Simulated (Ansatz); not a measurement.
Consider the ligand exchange at a Ge–C bond: `C[C]([GeH3])=[Se]` + `CN[SiH2]O` → `C[N]([GeH3])[SiH2]O` + `CC=[Se]`.

Program: Ansatz. Geometries: PBE0-D4/def2-TZVP. ΔE: electronic, gas phase. CCSD(T)/CBS adds triple-zeta CCSD(T) − MP2 to the extrapolated MP2 energy (def2 sets, frozen cores). Functionals use def2-TZVPP. B3LYP here is the variant with VWN-RPA as its local correlation; programs differ in this. For Ge, Se outer-core shells are correlated without core-valence functions, which leaves a few kJ/mol of doubt a bond. Scalar relativity is left out up to krypton. One conformer a species, not always the lowest.

```json
{"level": "PBE-D4", "ΔE (kJ/mol)": "-15.2", "difference from CCSD(T)/CBS": "5.0"}
{"level": "r2SCAN-D4", "ΔE (kJ/mol)": "-19.1", "difference from CCSD(T)/CBS": "1.1"}
{"level": "PBE0-D4", "ΔE (kJ/mol)": "-17.9", "difference from CCSD(T)/CBS": "2.3"}
{"level": "B3LYP-D4", "ΔE (kJ/mol)": "-21.1", "difference from CCSD(T)/CBS": "-0.9"}
{"level": "ωB97X-V", "ΔE (kJ/mol)": "-22.6", "difference from CCSD(T)/CBS": "-2.4"}
{"level": "B2PLYP", "ΔE (kJ/mol)": "-20.4", "difference from CCSD(T)/CBS": "-0.2"}
{"level": "r2SCAN", "ΔE (kJ/mol)": "-18.5", "difference from CCSD(T)/CBS": "1.7"}
{"level": "PBE0", "ΔE (kJ/mol)": "-16.2", "difference from CCSD(T)/CBS": "4.0"}
{"level": "B3LYP", "ΔE (kJ/mol)": "-18.4", "difference from CCSD(T)/CBS": "1.8"}
{"level": "HF/def2-TZVPP", "ΔE (kJ/mol)": "-28.3", "difference from CCSD(T)/CBS": "-8.1"}
{"level": "MP2/def2-TZVPP", "ΔE (kJ/mol)": "-21.2", "difference from CCSD(T)/CBS": "-1.0"}
{"level": "SCS-MP2/def2-TZVPP", "ΔE (kJ/mol)": "-23.5", "difference from CCSD(T)/CBS": "-3.3"}
{"level": "MP2/def2-QZVPP", "ΔE (kJ/mol)": "-19.7", "difference from CCSD(T)/CBS": "0.5"}
{"level": "HF/CBS(def2)", "ΔE (kJ/mol)": "-29.2", "difference from CCSD(T)/CBS": "-9.0"}
{"level": "MP2/CBS(def2)", "ΔE (kJ/mol)": "-18.1", "difference from CCSD(T)/CBS": "2.1"}
{"level": "CCSD/CBS(def2)", "ΔE (kJ/mol)": "-20.9", "difference from CCSD(T)/CBS": "-0.7"}
{"level": "CCSD(T)/CBS", "ΔE (kJ/mol)": "-20.2", "difference from CCSD(T)/CBS": "0"}
```

Largest T1 diagnostic among the species: 0.016.

In def2-TZVPP, CCSD(T) changes the Hartree–Fock value by +5.0 kJ/mol (the triples alone add +0.7 kJ/mol) and MP2 by +7.1 kJ/mol.
